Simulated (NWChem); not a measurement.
Molecule: SiNH₂F, singlet; SMILES N[Si]F

```xyz
5

Si    -0.6434     0.0506     0.0000
F      0.4310     1.2984     0.0000
N      0.4907    -1.2340     0.0000
H      1.5010    -1.1134     0.0000
H      0.2134    -2.2102     0.0000
```
Atoms are numbered in this order, from 1.

Program: NWChem. Low-valent species are run as closed-shell singlets; no triplet was tried in these runs. Coordinates come from a PBE0/def2-SVP optimisation. Level: PBE0/def2-SVP with SMD (1 M gas to 1 M solution), gas-phase geometry. Reactions with the solvent are ignored.

Q: Estimate the computed values for solvent water. Quantities: solvation free energy (kcal/mol); cavity-dispersion-structure term (kcal/mol); dipole in solution (D).

A: 
* **solvation free energy (kcal/mol)**: -3.0
* **cavity-dispersion-structure term (kcal/mol)**: 2.2
* **dipole in solution (D)**: 3.34
